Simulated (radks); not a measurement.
Spherical quantum dot in the effective-mass picture: electrons in a well V = -V0 / (1 + exp((r - R)/a)) with V0 = 13.5, R = 3.65, a = 0.19, all in effective atomic units (hartree* = m*/eps^2 hartree, bohr* = eps/m* bohr), one dielectric constant everywhere. Calculated with a radial shooting solver with Libxc functionals: non-relativistic Kohn-Sham, PBE, spin-polarised, spherical densities. Levels are named by radial order and angular momentum (1s, 1p, 1d, 2s, ...), and open shells are averaged over m.

N = 6, configuration 1s2 1p(up 3, down 1). This is the lowest configuration that the search found. Occupied and some empty levels:

| level | occupation | eigenvalue (hartree*) | <r> (bohr*) |
|---|---|---|---|
| 1s up | 1 | -10.956 | 2.064 |
| 1s down | 1 | -10.900 | 2.046 |
| 1p up | 3 | -10.659 | 2.274 |
| 1p down | 1 | -10.596 | 2.269 |
| 1d up | 0 | -10.221 | 2.425 |
| 1d down | 0 | -10.155 | 2.424 |
| 2s up | 0 | -9.7404 | 1.743 |
| 2s down | 0 | -9.7108 | 1.741 |
| 1f up | 0 | -9.6651 | 2.542 |
| 1f down | 0 | -9.5991 | 2.543 |

Energy (hartree*): total -71.2164, kinetic 3.4749, external -80.089, Hartree 7.3740, exchange-correlation -1.9759.
